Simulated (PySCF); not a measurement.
# C₆ coefficients of unlike pairs at r2SCANh

Calculated with PySCF 2.14 from the dipole response of each species, C₆(A,B) = (3/π) ∫ α_A(iu) α_B(iu) du, in atomic units, from isotropic polarisabilities. For ions this is the dispersion term alone; charge-induced terms of lower order in 1/R come first.

```json
{"species": "Ti(3+)", "configuration": "[Ar] 3d1 (2D)", "basis": "aug-cc-pVQZ-DK (9s8p6d4f3g2h)", "relativity": "spin-free X2C", "α (bohr³)": "2.265", "C₆ (like pair)": "5.956"}
{"species": "Ne(3+)", "configuration": "[He] 2s2 2p3 (4S)", "basis": "aug-cc-pVQZ-DK (6s5p4d3f2g)", "relativity": "spin-free X2C", "α (bohr³)": "0.7114", "C₆ (like pair)": "0.6335"}
{"species": "Mg+", "configuration": "[Ne] 3s1 (2S)", "basis": "aug-cc-pCVTZ (8s7p5d3f)", "relativity": "none", "α (bohr³)": "35.60", "C₆ (like pair)": "161.4"}
{"species": "Ar+", "configuration": "[Ne] 3s2 3p5 (2P)", "basis": "aug-cc-pVDZ-DK (5s4p2d)", "relativity": "spin-free X2C", "α (bohr³)": "6.677", "C₆ (like pair)": "31.54"}
```

(1) Estimate C₆ for Ar+ with Ti(3+).

No spin-orbit coupling is included.

The other pairs:

| pair | C₆ |
| --- | --- |
| Ar+, Mg+ | 52.92 |
| Ne(3+), Ti(3+) | 1.929 |
| Mg+, Ti(3+) | 19.38 |
| Ar+, Ne(3+) | 4.182 |
| Mg+, Ne(3+) | 6.111 |

Results:

(1) The integral gives 13.19. The combination rule 2 C_A C_B / (C_A α_B/α_A + C_B α_A/α_B) gives 13.30 and the geometric mean 13.71.
